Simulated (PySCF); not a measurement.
One reaction down a group: Mg, Sr, Ba

The same gas-phase reaction for Mg, Sr, Ba:
- MgCl₂ → Mg + Cl₂
- SrCl₂ → Sr + Cl₂
- BaCl₂ → Ba + Cl₂

Energies from PySCF, thermal terms from the rigid-rotor harmonic-oscillator model, ideal gas at 1 bar. S°(298 K) at PBE0/def2-TZVP differs from the NASA 1993 table for BaCl₂ (-5 J/mol/K); whether the harmonic model or the table's entry is off was not settled. † marks an energy on the PBE0/def2-TZVP geometry and frequencies. MP2 freezes the core. All species are closed-shell singlets. For Mg the outer core is correlated in a valence basis, which is rough. Ba, Sr: scalar-relativistic def2 core potential, no spin-orbit coupling. MP2 isn't extrapolated to the basis-set limit. The harmonic model lacks anharmonicity and excited electronic states, which grow with temperature; levels with a mode under 35 cm⁻¹ are left out. Soft modes under 120 cm⁻¹ make the harmonic entropy rough for MgCl₂, SrCl₂, BaCl₂.

ΔH°(298 K) in kJ, by level:

| level | Mg | Sr | Ba |
|---|---|---|---|
| ωB97M-V/def2-TZVP† | 522.6 | 624.3 | 665.9 |
| BLYP/def2-TZVP† | 494.6 | 591.9 | 637.3 |
| r2SCAN/def2-TZVP† | 557.5 | 666.1 | 715.6 |
| PBE/def2-TZVP† | 500.0 | 603.9 | 652.5 |
| M06-2X/def2-TZVP† | 520.4 | 610.0 | 649.1 |
| PBE0/def2-QZVP† | 527.0 | 634.7 | 683.2 |
| MP2/def2-TZVPP† | 554.0 | 622.8 | 679.8 |
| HF/def2-TZVP† | 550.6 | 631.4 | 664.9 |

At ωB97M-V/def2-TZVP†, ΔH° rises from Mg to Ba, over a range of 143.3 kJ; the steps are +101.7, +41.6 kJ. 8 of the 8 levels shown give the same order. The levels scatter most for Ba (78.3 kJ between the highest and the lowest) and least for Mg (62.9 kJ). ΔS°(298 K) runs from 72.7 to 99.3 J/K, so TΔS° at 298 K spreads over 7.9 kJ among the members, against 143.3 kJ for ΔH°.

Free energies at ωB97M-V/def2-TZVP†:

```tsv
member	ΔS°(298 K), J/K	ΔG°(298 K), kJ	ΔG°(800 K), kJ	ΔG° changes sign
Mg	99.3	493	444	none from 298 to 2500 K
Sr	74.0	602	565	none from 298 to 2500 K
Ba	72.7	644	608	none from 298 to 2500 K
```

The NASA 1993 table, where it holds all species, gives ΔH°(298 K) = 540 kJ for Mg, 637 kJ for Sr, 678 kJ for Ba; its entries are part measured, part old estimates, and weren't checked at source.
